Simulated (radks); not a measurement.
Q: The boron ion B2+, [He] 2s1. All-electron calculation, non-relativistic Kohn-Sham, r2SCAN, spin-polarised, spherical densities, point nucleus; meta-GGA in the generalised Kohn-Sham scheme. Program: a radial shooting solver on a logarithmic mesh with Libxc functionals. Every spin shell is full or empty, so the densities are truly spherical. Functionals are evaluated on that one density, not self-consistently. Rank these orbital-free kinetic functionals by their error against the exact value of the orbitals, and give that value: Thomas-Fermi, von Weizsacker, TF + vW, TF + vW/9, TF + vW/5, LC94, revAPBEK, Perdew 92, Thakkar, Pearson, LKT, PG1, Ernzerhof.

A: Exact: 23.3769 hartree. From best to worst, with 100 (|E| - |E exact|)/|E exact| (equal figures are ties): LC94 +0.50, TF + vW/9 +0.71, Thakkar +0.72, Perdew 92 +0.73, revAPBEK +1.29, Ernzerhof +3.53, Pearson -3.84, von Weizsacker -4.87, TF + vW/5 +9.17, Thomas-Fermi -9.86, PG1 +49.11, LKT +56.46, TF + vW +85.27.
